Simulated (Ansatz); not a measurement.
Reaction (formal exchange of groups at the As–C bond): `[SiH3]CC[AsH2]` + `BC[SiH3]` → `[SiH3]CB[AsH2]` + `CC[SiH3]`

Program: Ansatz. Geometries: PBE0-D4/def2-TZVP. ΔE: electronic, gas phase. CBS: MP2 limit from def2 TZ/QZ plus the TZ coupled-cluster correction, frozen cores. DFT in def2-TZVPP. For As outer-core shells are correlated without core-valence functions, which leaves a few kJ/mol of doubt a bond. Scalar relativity is left out up to krypton. Each species was taken in one conformer, which may not be the lowest.

`[SiH3]CC[AsH2]`:

Z-matrix (Å, degrees):
```
Si
C 1 1.882
H 1 1.489 2 110.1
H 1 1.488 2 111.1 3 120.4
H 1 1.489 2 110.1 3 -119.1
C 2 1.521 1 112.8 3 59.6
H 2 1.095 1 108.5 3 -63.1
H 2 1.095 1 108.5 3 -177.8
As 6 1.981 2 116.4 1 180.0
H 6 1.094 2 111.2 1 59.1
H 6 1.094 2 111.2 1 -59.1
H 9 1.525 6 95.1 2 46.2
H 9 1.525 6 95.1 2 -46.2
```

`BC[SiH3]`:

Z-matrix (Å, degrees):
```
C
Si 1 1.896
B 1 1.532 2 106.4
H 1 1.094 2 104.2 3 -121.9
H 1 1.094 2 104.4 3 122.1
H 2 1.486 1 111.0 3 -59.0
H 2 1.486 1 110.8 3 62.0
H 2 1.486 1 108.7 3 -178.5
H 3 1.198 1 120.6 2 88.6
H 3 1.198 1 120.7 2 -87.3
```

`[SiH3]CB[AsH2]`:

Cartesian coordinates in Å:
```
Si -0.112 1.812 -0.189
C -0.505 0.063 -0.802
B -0.458 -0.878 0.413
As 1.246 -1.684 1.117
H 1.286 1.876 0.310
H -0.269 2.771 -1.314
H -1.032 2.206 0.909
H 0.236 -0.142 -1.581
H -1.502 0.140 -1.248
H -1.424 -1.007 1.111
H 1.859 -2.116 -0.201
H 0.675 -3.040 1.476
```

`CC[SiH3]`:

Z-matrix (Å, degrees):
```
C
C 1 1.526
H 1 1.093 2 111.4
H 1 1.093 2 111.6 3 120.1
H 1 1.093 2 111.4 3 -119.8
Si 2 1.876 1 113.4 3 59.9
H 2 1.095 1 110.5 3 -178.6
H 2 1.095 1 110.5 3 -61.7
H 6 1.489 2 110.4 1 -59.6
H 6 1.489 2 110.4 1 59.7
H 6 1.489 2 111.1 1 -180.0
```

| level | ΔE (kcal/mol) | difference from CCSD(T)/CBS |
| --- | --- | --- |
| ωB97M-V | -13.1 | 0.5 |
| B2PLYP | -13.3 | 0.3 |
| r2SCAN | -14.7 | -1.1 |
| PBE0 | -14.7 | -1.1 |
| CCSD/def2-TZVPP | -13.2 | 0.4 |
| CCSD(T)/def2-TZVPP | -13.3 | 0.3 |
| MP2/def2-QZVPP | -13.3 | 0.3 |
| SCS-MP2/def2-QZVPP | -12.4 | 1.2 |
| HF/CBS(def2) | -12.3 | 1.3 |
| MP2/CBS(def2) | -13.5 | 0.1 |
| CCSD(T)/CBS | -13.6 | 0 |

Largest T1 diagnostic among the species: 0.013.
